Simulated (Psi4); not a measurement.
F, charge -1, singlet (a gas-phase anion, which may not be bound at this level); HF/cc-pVDZ (Psi4).

Input for Psi4:
```
memory 2 GB

molecule {
-1 1
  F     0.00000000    0.00000000    0.00000000
}

set basis cc-pvdz

energy('scf')
print_variables()
```

What the program printed (banner, timings and long lists left out):

```
   => Loading Basis Set <=

    Name: CC-PVDZ
    Role: ORBITAL
    Keyword: BASIS

         ---------------------------------------------------------
                                   SCF
               by Justin Turney, Rob Parrish, Andy Simmonett
                          and Daniel G. A. Smith
                              RHF Reference
         ---------------------------------------------------------

  ==> Geometry <==

    Molecular point group: d2h
    Geometry (in Angstrom), charge = -1, multiplicity = 1:

       Center              X                  Y                   Z               Mass
    ------------   -----------------  -----------------  -----------------  -----------------
         F            0.000000000000     0.000000000000     0.000000000000    18.998403162730

  Running in d2h symmetry.

  Rotational constants: A = ************  B = ************  C = ************ [cm^-1]
  Rotational constants: A = ************  B = ************  C = ************ [MHz]
  Nuclear repulsion =    0.000000000000000

  Charge       = -1
  Multiplicity = 1
  Electrons    = 10
  Nalpha       = 5
  Nbeta        = 5

  ==> Algorithm <==

  SCF Algorithm Type is DF.
  DIIS enabled.
  MOM disabled.
  Fractional occupation disabled.
  Guess Type is CORE.
  Energy threshold   = 1.00e-06
  Density threshold  = 1.00e-06
  Integral threshold = 1.00e-12

  ==> Primary Basis <==

  Basis Set: CC-PVDZ
    Blend: CC-PVDZ
    Number of shells: 6
    Number of basis functions: 14
    Number of Cartesian functions: 15
    Spherical Harmonics?: true
    Max angular momentum: 2

   => Loading Basis Set <=

    Name: (CC-PVDZ AUX)
    Role: JKFIT
    Keyword: DF_BASIS_SCF

  ==> Integral Setup <==

  SCF_SUBTYPE=INCORE selected. In-core MEM_DF algorithm will be used.
  Using in-core AOs.

  ==> MemDFJK: Density-Fitted J/K Matrices <==

    J tasked:                   Yes
    K tasked:                   Yes
    wK tasked:                   No
    Algorithm:                 Core
    Schwarz Cutoff:           1E-12
    Mask sparsity (%):       0.0000
    Fitting Condition:        1E-10

   => Auxiliary Basis Set <=

  Basis Set: (CC-PVDZ AUX)
    Blend: CC-PVDZ-JKFIT
    Number of shells: 24
    Number of basis functions: 70
    Number of Cartesian functions: 81
    Spherical Harmonics?: true
    Max angular momentum: 3

  Minimum eigenvalue in the overlap matrix is 1.9120422124E-01.
  Reciprocal condition number of the overlap matrix is 1.1206024906E-01.
    Using symmetric orthogonalization.

  ==> Pre-Iterations <==

  SCF Guess: Core (One-Electron) Hamiltonian.

   -------------------------------------------------------
    Irrep   Nso     Nmo     Nalpha   Nbeta   Ndocc  Nsocc
   -------------------------------------------------------
     Ag         5       5       2       2       2       0
     B1g        1       1       0       0       0       0
     B2g        1       1       0       0       0       0
     B3g        1       1       0       0       0       0
     Au         0       0       0       0       0       0
     B1u        2       2       1       1       1       0
     B2u        2       2       1       1       1       0
     B3u        2       2       1       1       1       0
   -------------------------------------------------------
    Total      14      14       5       5       5       0
   -------------------------------------------------------

  ==> Iterations <==

                           Total Energy        Delta E     RMS |[F,P]|

   @DF-RHF iter   1:   -93.25136176456326   -9.32514e+01   4.45955e-01 ADIIS
   @DF-RHF iter   2:   -97.69756003365737   -4.44620e+00   3.58695e-01 ADIIS
   @DF-RHF iter   3:   -98.92013033678550   -1.22257e+00   1.88547e-01 ADIIS
   @DF-RHF iter   4:   -99.26381738883629   -3.43687e-01   9.43566e-02 DIIS/ADIIS
   @DF-RHF iter   5:   -99.34009281563897   -7.62754e-02   4.70976e-02 DIIS/ADIIS
   @DF-RHF iter   6:   -99.36465341568828   -2.45606e-02   1.08959e-02 DIIS/ADIIS
   @DF-RHF iter   7:   -99.36601850346899   -1.36509e-03   6.40277e-04 DIIS/ADIIS
   @DF-RHF iter   8:   -99.36602323543912   -4.73197e-06   1.88722e-05 DIIS
   @DF-RHF iter   9:   -99.36602323950049   -4.06138e-09   9.70652e-07 DIIS
  Energy and wave function converged.

  ==> Post-Iterations <==

    Orbital Energies [Eh]
    ---------------------

    Doubly Occupied:

       1Ag   -25.703708     2Ag    -0.975251     1B1u   -0.082651
       1B2u   -0.082651     1B3u   -0.082651

    Virtual:

       2B1u    1.938220     2B3u    1.938220     2B2u    1.938220
       3Ag     2.299534     1B1g    4.551377     4Ag     4.551377
       5Ag     4.551377     1B2g    4.551377     1B3g    4.551377

    Final Occupation by Irrep:
             Ag   B1g   B2g   B3g    Au   B1u   B2u   B3u
    DOCC [     2,    0,    0,    0,    0,    1,    1,    1 ]
    NA   [     2,    0,    0,    0,    0,    1,    1,    1 ]
    NB   [     2,    0,    0,    0,    0,    1,    1,    1 ]

  @DF-RHF Final Energy:   -99.36602323950049

   => Energetics <=

    Nuclear Repulsion Energy =              0.0000000000000000
    One-Electron Energy =                -144.8782515497564134
    Two-Electron Energy =                  45.5122283102559209
    Total Energy =                        -99.3660232395004925

Computation Completed

Properties will be evaluated at   0.000000,   0.000000,   0.000000 [a0]

Properties computed using the SCF density matrix

 Multipole Moments:

 ------------------------------------------------------------------------------------
     Multipole            Electronic (a.u.)      Nuclear  (a.u.)        Total (a.u.)
 ------------------------------------------------------------------------------------

 L = 1.  Multiply by 2.5417464519 to convert [e a0] to [Debye]
 Dipole X            :          0.0000000            0.0000000            0.0000000
 Dipole Y            :          0.0000000            0.0000000            0.0000000
 Dipole Z            :          0.0000000            0.0000000            0.0000000
 Magnitude           :                                                    0.0000000

 ------------------------------------------------------------------------------------

  Variable Map:
  ----------------------------------------------------------------------------
  "CURRENT ENERGY"           =>     -99.366023239500
  "CURRENT REFERENCE ENERGY" =>     -99.366023239500
  "DD SOLVATION ENERGY"      =>       0.000000000000
  "HF KINETIC ENERGY"        =>      99.645551185634
  "HF POTENTIAL ENERGY"      =>    -199.011574425134
  "HF TOTAL ENERGY"          =>     -99.366023239500
  "HF VIRIAL RATIO"          =>       1.997194777461
  "NUCLEAR REPULSION ENERGY" =>       0.000000000000
  "ONE-ELECTRON ENERGY"      =>    -144.878251549756
  "PCM POLARIZATION ENERGY"  =>       0.000000000000
  "PE ENERGY"                =>       0.000000000000
  "SCF ITERATION ENERGY"     =>     -99.366023239500
  "SCF ITERATIONS"           =>       9.000000000000
  "SCF TOTAL ENERGY"         =>     -99.366023239500
  "TWO-ELECTRON ENERGY"      =>      45.512228310256

  Array Variable Map:
  ----------------------------------------------------------------------------
  "CURRENT DIPOLE"           =>       0.000000000000 ... 0.000000000000 1 by 3
  "SCF DIPOLE"               =>       0.000000000000 ... 0.000000000000 1 by 3
  "SCF TOTAL ENERGIES"       =>     -93.251361764563 ... -99.366023239500 1 by 9
```
